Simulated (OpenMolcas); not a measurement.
# Run times for CH5BO2 (SMILES COBO)

CH5BO2 has 9 atoms, charge 0, and is taken as a singlet. As SMILES, `COBO`. The shape is that of a PBE0-D4/def2-TZVP optimisation. This is one conformer, not always the lowest.

```xyz
9

C     0.2818    0.8019   -1.0574
O    -0.1135    0.4548    0.2510
B    -0.1349   -0.8341    0.6716
O    -0.5246   -1.1185    1.9385
H     0.5681   -0.0798   -1.6376
H     1.1314    1.4864   -1.0062
H    -0.5448    1.3075   -1.5617
H     0.1839   -1.7384   -0.0476
H    -0.7589   -0.3263    2.4322
```

Program: OpenMolcas 26.06. Hardware: 1 thread of AMD EPYC 7R43 (Zen 3), shared host, so times are rough. Two-electron integrals are exact unless an approximation is named.

(1) Estimate their order by wall time, quickest first.
A. gradient at B3LYP/6-31G* (spherical functions), grid UltraFine
B. gradient at HF/STO-3G
C. energy at MP2/cc-pVDZ, 4 core orbitals frozen

Results:

(1) B (3.3 s), C (10 s), A (34 s).
